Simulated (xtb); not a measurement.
CuI, charge +1, quartet, at a GFN2-xTB geometry of the parent state (such geometries of metal compounds can be far from the true shape) (the multiplicity is a formal guess).

The xtb input:
```
$ xtb mol.xyz --gfn 0 --chrg 1 --uhf 3 --json

# file mol.xyz
2

Cu    -0.00000000    -0.00000000    -1.60555264
I      0.00000000     0.00000000     0.87850993
```

Question: What is the computed total energy (xtb 6.7.1 with GFN0-xTB)?

Answer: -6.073004 Ha

Question: What is the computed partial charges in atom order (GFN0-xTB)?

Answer: Cu1 0.75, I2 0.25
